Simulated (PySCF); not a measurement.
**Correlation energy of Pr²⁺ (praseodymium, charge +2)**

[Xe] 4f3, one real determinant. Calculation: PySCF 2.14, in x2c-TZVPPall (11s7p7d4f2g, 113 functions); the spin-free X2C one-electron Hamiltonian (Gaussian nucleus). Frozen: [Kr] 4d10; 11 electrons correlated.

MP2 pair energies summed by pair of shells (mhartree):

```tsv
pair	energy	share (%)
5p-5p	-120.51	44.7
4f-5p	-74.44	27.6
5s-5p	-35.14	13.0
4f-4f	-17.38	6.4
4f-5s	-15.75	5.8
5s-5s	-6.39	2.4
```

Total MP2 correlation energy: -269.62 mhartree.

Same-spin part -89.67 and opposite-spin part -179.95 mhartree; SCS-MP2 scales them by 1/3 and 6/5 to -245.82 mhartree.

The reference is one real determinant that mixes LS terms of this configuration.
